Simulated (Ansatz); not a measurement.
Two isomers of H9NSi2Sn: A = `N[SiH]([SiH3])[SnH3]`, B = `[SiH3][NH][SnH2][SiH3]`.

Computed with Ansatz on PBE0-D4/def2-TZVP structures; ΔE is electronic, products minus reactants. CBS: MP2 limit from def2 TZ/QZ plus the TZ coupled-cluster correction, frozen cores. Functionals use def2-TZVPP. B3LYP here is the variant with VWN-RPA as its local correlation; programs differ in this. def2 core potentials past Kr. For Sn outer-core shells are correlated without core-valence functions, which leaves a few kJ/mol of doubt a bond. One conformer a species, not always the lowest.

Problem. Which is lower in electronic energy at CCSD(T)/CBS, and by how much? (Estimate.)

Solution. Computed: B, by 13.2 kJ/mol.

Problem. Give E(B) − E(A) in kJ/mol with B3LYP-D4, PBE0-D4, ωB97M-V, MP2/def2-TZVPP, B2PLYP, CCSD(T)/def2-TZVPP, B3LYP. (An estimate is asked.)

Solution. The calculation gave: B3LYP-D4 -5.3, PBE0-D4 7.6, ωB97M-V -9.4, MP2/def2-TZVPP -17.6, B2PLYP -10.4, CCSD(T)/def2-TZVPP -11.1, B3LYP -3.7. The order is the other way round with PBE0-D4.

Largest T1 diagnostic: 0.013.

From PBE to PBE0 (25 % exact exchange), in def2-TZVPP and without D4, E(B) − E(A) moves by −4.6 kJ/mol. In def2-TZVPP, CCSD(T) changes the Hartree–Fock value by +10.5 kJ/mol (the triples alone add +0.8 kJ/mol) and MP2 by +4.0 kJ/mol.
